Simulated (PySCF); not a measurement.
**Cs³⁶⁺: ionisation energy**

Cs³⁶⁺ [Ar] 3d1 (2D) → Cs³⁷⁺ [Ar] (1S), as a difference of total energies. Calculation: PySCF 2.14, in an uncontracted even-tempered set (18 s from 5.9 bohr⁻², ratio 2.5; 12 p from 7.7 bohr⁻², ratio 2.5; 7 d from 7.7 bohr⁻², ratio 2.5; 4 f from 27 bohr⁻², ratio 2.7; 3 g from 40 bohr⁻², ratio 2.7); scalar relativity by spin-free X2C-1e. Correlated levels: outer shells: [Ne] frozen; virtual orbitals above 40 to 60 times the deepest correlated orbital energy dropped. The calculations carry no spin-orbit coupling.

```json
{"method": "UHF", "ionisation energy (eV)": "2411.3"}
{"method": "MP2 (outer shells)", "ionisation energy (eV)": "2411.1"}
{"method": "SCS-MP2 (outer shells)", "ionisation energy (eV)": "2411.1"}
{"method": "CCSD (outer shells)", "ionisation energy (eV)": "2411.0"}
{"method": "CCSD(T) (outer shells)", "ionisation energy (eV)": "2410.9"}
```

Breit and QED terms and the two-electron picture change are absent.

The reference lies between the lowest fine-structure levels, while these numbers refer to the centres of the terms.

For comparison: 2422 ± 5 eV (theoretical estimate listed by NIST; NIST Atomic Spectra Database, ionization energies).
